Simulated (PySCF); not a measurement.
**SMILES C[Se]C(=O)/C=C\C=C\[O-], [C6H7O2Se]-, charge -1**

Geometry (Å), atoms numbered from 1 in this order:
```xyz
16

C     3.7343    0.3575    0.0534
Se    2.6112   -1.0986   -0.5675
C     0.7791   -0.1748   -0.1034
O     0.8974    0.9201    0.3793
C    -0.2540   -1.0219   -0.4492
C    -1.6084   -0.7270   -0.2792
C    -2.1739    0.4082    0.2438
C    -3.5738    0.5555    0.3476
O    -4.1995    1.5139    0.7966
H     3.0386    1.1113    0.4245
H     4.3859    0.0063    0.8502
H     4.3218    0.7492   -0.7737
H     0.0240   -1.9755   -0.8809
H    -2.2950   -1.5054   -0.6068
H    -1.5463    1.2159    0.5887
H    -4.1488   -0.3259   -0.0348
```

Total charge -1.

Level of theory: quadratic response PBE0/def2-SVPD first hyperpolarisability, Taylor convention, gas phase in PySCF. Geometry: GFN2-xTB.

The calculation is non-relativistic, which matters for the atoms heavier than Zn. For a gas-phase anion, states above the detachment energy (about 1.7 eV, taken as minus the energy of the highest occupied orbital) lie in the continuum and depend on the basis.

(1) Give the tensor of the second harmonic β(−2ω;ω,ω) at 800 nm in the axes of these coordinates.

## Answers

(1) In au, Taylor convention; rows are the first index (the induced dipole):
|  | xx | yy | zz | xy | xz | yz |
| --- | --- | --- | --- | --- | --- | --- |
| x | +3293.6 | -393.9 | -450.2 | -471.9 | -324.3 | +66.8 |
| y | -549.7 | +641.0 | +279.7 | -228.6 | +60.0 | +8.0 |
| z | -354.9 | +32.5 | +420.3 | +56.8 | -266.1 | +235.2 |

Norm of βᵢ = ⅓ Σⱼ (βᵢⱼⱼ + βⱼᵢⱼ + βⱼⱼᵢ): 2713.0 au, hyper-Rayleigh value 1337.6 au.
